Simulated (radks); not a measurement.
Values are calculated unless marked as measured or tabulated.
Question: V II, 22 electrons, occupied as [Ar] 3d4 (the NIST ground configuration). Level of theory: scalar-relativistic Kohn-Sham, PBE, spin-polarised, spherical densities, point nucleus; open shells are filled with parallel spins first; hard spherical wall at 20 bohr (a radial shooting solver on a logarithmic mesh with Libxc functionals). Some entries of the table are withheld. Estimate them.

| orbital | occ. | eigenvalue (eV) | r(max) (bohr) | <r^2> (bohr^2) |
|---|---|---|---|---|
| 1s down | 1 | -5367.017 | 0.04349 | 0.005936 |
| 1s up | 1 | -5366.990 | 0.04349 | 0.005936 |
| 2s up | 1 | -604.6221 | 0.2556 | 0.1124 |
| 2s down | 1 | -603.5208 | 0.2554 | 0.1121 |
| 2p up | 3 | -505.0929 | 0.2081 | 0.09269 |
| 2p down | 3 | -504.2523 | 0.2079 | 0.09234 |
| 3s up | 1 | -74.0751 | (1) | 1.057 |
| 3s down | 1 | -70.6963 | (2) | 1.057 |
| 3p up | 3 | -48.0888 | 0.8499 | 1.255 |
| 3p down | 3 | -44.7215 | 0.8494 | 1.260 |
| 4s up | 0 | -9.9530 | 2.661 | 11.33 |
| 3d up | 4 | -9.8620 | (3) | 3.104 |
| 3d down | 0 | -6.7436 | (4) | 3.572 |
| 4p up | 0 | -6.1403 | 3.353 | 18.29 |

Answer: 
(1) 3s up r(max) (bohr): 0.8222
(2) 3s down r(max) (bohr): 0.8219
(3) 3d up r(max) (bohr): 0.9209
(4) 3d down r(max) (bohr): 0.9261
